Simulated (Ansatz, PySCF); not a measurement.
Species: CsI, net charge -1, doublet state. 
Geometry from a B3LYP-D3(BJ)/def2-TZVP (Ansatz, a quantum-chemistry and plane-wave program) optimisation:
```
Cs
I 1 3.6081
```
Charge -1, spin multiplicity 2.

Total electronic energies in hartree. Cores are frozen in the correlated levels unless marked. UHF or UKS for open shells. No spin-orbit coupling. The frozen core is the preceding noble-gas configuration, with the filled d and f shells of earlier blocks. The outer core of K, Ca and their heavier congeners is not correlated, a term that matters for these elements. Past Kr the def2 sets carry scalar-relativistic core potentials. Basis-set limits of correlation are two-point, X^-3; Hartree-Fock from the larger set.

```json
[
 {"level": "RI-HF/def2-TZVPP", "program": "Ansatz", "energy (Eh)": "-316.63238"},
 {"level": "BP86-D4/def2-TZVPD", "program": "PySCF + dftd4", "energy (Eh)": "-318.15991"},
 {"level": "r2SCAN-D4/def2-TZVPD", "program": "Ansatz + dftd4", "energy (Eh)": "-318.10004"},
 {"level": "PBE0/def2-TZVP", "program": "Ansatz", "energy (Eh)": "-317.98721"},
 {"level": "PBE0/def2-TZVPD", "program": "Ansatz", "energy (Eh)": "-317.98789"},
 {"level": "MP2/CBS(def2-TZVPPD,def2-QZVPPD)", "program": "Ansatz", "energy (Eh)": "-316.8172"},
 {"level": "RI-MP2/def2-TZVPP", "program": "Ansatz", "energy (Eh)": "-316.77663"},
 {"level": "RI-MP2/def2-TZVPPD", "program": "Ansatz", "energy (Eh)": "-316.77839"},
 {"level": "CCSD(T)/CBS(def2-TZVPPD,def2-QZVPPD)", "program": "Ansatz", "energy (Eh)": "-316.8414"}
]
```

Totals of different functionals don't rank their quality; only differences between species are comparable.
